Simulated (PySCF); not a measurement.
# Electron correlation in As²⁺ (arsenic, charge +2)

[Ar] 3d10 4s2 4p1, 2P determinant. Computed with PySCF 2.14 in dyall-av3z, with scalar relativity by spin-free X2C-1e. Frozen: [Ar] 3d10; 3 electrons correlated; the 59 highest virtual orbitals of each spin left out.

MP2 pair energies summed by pair of shells (mhartree):

```
 pair  energy  share (%)
4s-4s  -22.66       55.6
4s-4p  -18.09       44.4
```

Total MP2 correlation energy: -40.75 mhartree.

Same-spin part -2.67 and opposite-spin part -38.08 mhartree; SCS-MP2 scales them by 1/3 and 6/5 to -46.58 mhartree.
